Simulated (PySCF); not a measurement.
Level of theory: PySCF with PBE-D3(BJ)/def2-TZVP // PBE0-D4/def2-SVP. Isolated molecules, 0 K electronic values unless said otherwise. Excitations are Tamm–Dancoff values on a coarser integration grid. The basis has no diffuse functions, so Rydberg states are missing or too high.

Reference species (SMILES): `[SiH3]c1ccc(Cl)c2ccccc12` (neutral, multiplicity 1).

The HOMO is -5.69 eV and the S1 excitation (TDA) is 3.98 eV.

Changed species: `[SiH3]c1ccc2c(Cl)cccc2c1`.

Problem. Predict the effect on the HOMO and S1 excitation (TDA).

Solution. the HOMO rises by 0.03 eV, to -5.66 eV; the S1 excitation (TDA) falls by 0.02 eV, to 3.96 eV.
